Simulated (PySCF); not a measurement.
## BeF: energy against distance

Set-up: PySCF, no relativity, basis sets Be aug-cc-pVDZ, F aug-cc-pVDZ. Energies in eV from Be + F in their ground configurations at the same level. State: ²Σ⁺ (doublet), unpaired electrons σ ↑.

```tsv
R (Å)	r²SCAN0	UHF
1.202	-4.957	-3.812
1.258	-5.462	-4.319
1.314	-5.743	-4.599
1.356	-5.844	-4.696
1.398	-5.871	-4.718
1.440	-5.839	-4.681
1.496	-5.727	-4.559
1.566	-5.508	-4.323
1.650	-5.169	-3.963
1.762	-4.653	-3.413
```

Problem. Put a parabola through the three lowest points of the r²SCAN0 curve and estimate Re, k and ωe (reduced mass 6.113 u; 1 eV/Å² = 0.16022 mdyn/Å; ωe = 1302.8·√(k/μ) cm⁻¹).

Solution. Through R = 1.356, 1.398, 1.44 Å the second-order coefficient is 16.7 eV/Å², so Re ≈ 1.396 Å, k ≈ 5.36 mdyn/Å and ωe ≈ 1220 cm⁻¹. A polynomial fit of higher order to the unrounded r²SCAN0 energies gives Re = 1.395 Å, k = 5.40 mdyn/Å, ωe = 1224 cm⁻¹; anharmonicity and rounding make the difference.

The higher-order fit for each curve: r²SCAN0: Re = 1.395 Å, ωe = 1224 cm⁻¹, De = 5.87 eV; UHF: Re = 1.391 Å, ωe = 1251 cm⁻¹, De = 4.72 eV.

The state was picked by a PBE0 search and need not be the measured ground state.
